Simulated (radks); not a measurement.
Ca3+, configuration [Ne] 3s2 3p5 (the NIST ground configuration).

All-electron calculation, non-relativistic Kohn-Sham, TPSS, spin-polarised, spherical densities, point nucleus; open shells are filled with parallel spins first; meta-GGA in the generalised Kohn-Sham scheme. Program: a radial shooting solver on a logarithmic mesh with Libxc functionals.

Energy parts (eV):
part                      energy
total                 -18369.277
kinetic                18352.441
electron-nucleus      -42909.319
Hartree                 7143.273
exchange-correlation    -955.672

Orbitals (lengths in bohr, moments of r in powers of bohr):
[
 {"orbital": "1s up", "occ.": "1", "eigenvalue (eV)": "-3975.413", "<r^4>": "0.0001652"},
 {"orbital": "1s down", "occ.": "1", "eigenvalue (eV)": "-3975.085", "<r^4>": "0.0001651"},
 {"orbital": "2s up", "occ.": "1", "eigenvalue (eV)": "-448.5916", "<r^4>": "0.04446"},
 {"orbital": "2s down", "occ.": "1", "eigenvalue (eV)": "-448.3627", "<r^4>": "0.04436"},
 {"orbital": "2p up", "occ.": "3", "eigenvalue (eV)": "-371.1730", "<r^4>": "0.03690"},
 {"orbital": "2p down", "occ.": "3", "eigenvalue (eV)": "-370.7956", "<r^4>": "0.03681"},
 {"orbital": "3s up", "occ.": "1", "eigenvalue (eV)": "-80.2287", "<r^4>": "3.336"},
 {"orbital": "3s down", "occ.": "1", "eigenvalue (eV)": "-78.6228", "<r^4>": "3.397"},
 {"orbital": "3p up", "occ.": "3", "eigenvalue (eV)": "-60.5572", "<r^4>": "4.741"},
 {"orbital": "3p down", "occ.": "2", "eigenvalue (eV)": "-59.0556", "<r^4>": "4.889"}
]

The highest occupied level is 3p down at -59.056 eV. Virial ratio -V/T = 2.00092. The density falls to 0.001 e/bohr^3 at r = 2.81 bohr.
